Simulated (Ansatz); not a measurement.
The same molecule with X = F, Cl, I. Ansatz, PBE0-D4/def2-TZVP geometries, multiplicity 1. Each molecule was computed in one conformer, which needn't be the lowest.

Elements past krypton have def2 core potentials.

```json
{"X": "F", "molecule": "`CC(=S)CF`", "mean X–C bond length / Å": "1.380", "HOMO–LUMO gap (PBE0/def2-TZVPP) / eV": "4.46", "HOMO energy (PBE/def2-TZVPP) / eV": "-5.41", "HOMO–LUMO gap (ωB97M-V/def2-TZVPP) / eV": "8.83"}
{"X": "Cl", "molecule": "`CC(=S)CCl`", "mean X–C bond length / Å": "1.786", "HOMO–LUMO gap (PBE0/def2-TZVPP) / eV": "4.31", "HOMO energy (PBE/def2-TZVPP) / eV": "-5.46", "HOMO–LUMO gap (ωB97M-V/def2-TZVPP) / eV": "8.68"}
```

Task: Give the row for X = I, `CC(=S)CI`. (Estimate.)

Result: Ansatz gave: 
| X | molecule | mean X–C bond length / Å | HOMO–LUMO gap (PBE0/def2-TZVPP) / eV | HOMO energy (PBE/def2-TZVPP) / eV | HOMO–LUMO gap (ωB97M-V/def2-TZVPP) / eV |
| --- | --- | --- | --- | --- | --- |
| I | `CC(=S)CI` | 2.159 | 3.97 | -5.40 | 8.23 |

From F to I the mean X–C bond length rises at each step, by 0.779 Å in all; the HOMO–LUMO gap (PBE0/def2-TZVPP) falls at each step, by 0.49 eV in all; the HOMO energy (PBE/def2-TZVPP) isn't monotonic: highest at I, lowest at Cl; the HOMO–LUMO gap (ωB97M-V/def2-TZVPP) falls at each step, by 0.60 eV in all. Bonds lengthen as the atom grows down the group.

Spin–orbit coupling is left out; it splits and shifts lone-pair levels of the heavy atoms by tenths of an eV.
